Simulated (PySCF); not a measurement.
## C3H7AsS: core ionisation energies

Compound: C3H7AsS.
SMILES with atom numbers: `[CH3:1][C:2](=[S:3])[CH2:4][AsH2:5]`

Geometry (PBE0-D3(BJ)/def2-SVP, Å), atoms numbered from 1 in this order:
```xyz
12
C3H7AsS angstrom
C     -1.4711   -0.6787   -0.2367
C     -0.3453    0.1076   -0.8379
S      0.1253   -0.0936   -2.3879
C      0.3075    1.0983    0.0601
As     1.8375    0.3267    1.0892
H     -1.7249   -1.5480   -0.8546
H     -2.3604   -0.0273   -0.1696
H     -1.2362   -1.0017    0.7901
H     -0.3884    1.4972    0.8154
H      0.7436    1.9274   -0.5130
H      2.4776   -0.3125   -0.1362
H      1.1265   -0.9698    1.4694
```

Computed, not measured: PySCF, delta-SCF UKS SCAN, pcX-2 on the ionised atom, pcseg-1 elsewhere, spin-free X2C. Vertical ΔSCF values, vacuum level as zero.

Question: Give the core binding energies atom by atom.

Answer: 
```tsv
atom(s)	environment	level	binding energy (eV)	above the level's lowest (eV)	count
S3	thiocarbonyl sulfur	S 1s	2475.82	0.00	1
C2	thiocarbonyl carbon	C 1s	291.92	+0.95	1
C1	methyl carbon	C 1s	291.07	+0.10	1
C4	chain CH2 carbon	C 1s	290.97	0.00	1
```

Lowest listed C 1s: C4, bonded to C, 2 H and As. Highest, 0.95 eV above it: C2, bonded to S (double bond) and 2 C.

Question: Express the binding energy of C 1s of C4 in atomic units and per mole.

Answer: 290.97 eV = 10.6930 Eh = 28074 kJ/mol.

Question: Which photon energy gives electrons from C 1s of C4 a kinetic energy of 200 eV, and what is their de Broglie wavelength?

Answer: hν = 290.97 + 200 = 490.97 eV, recoil neglected; λ = 12.264 Å/√(E/eV) = 0.87 Å.

Not every level is listed. Spin contamination (⟨S²⟩ against 0.75 for a pure doublet) is marked for C 1s of C2 (0.98), which makes this value less certain. No level of arsenic is listed. One conformer (not necessarily the lowest) at the PBE0-D3(BJ)/def2-SVP geometry, without solvent, vibrations or thermal averaging.
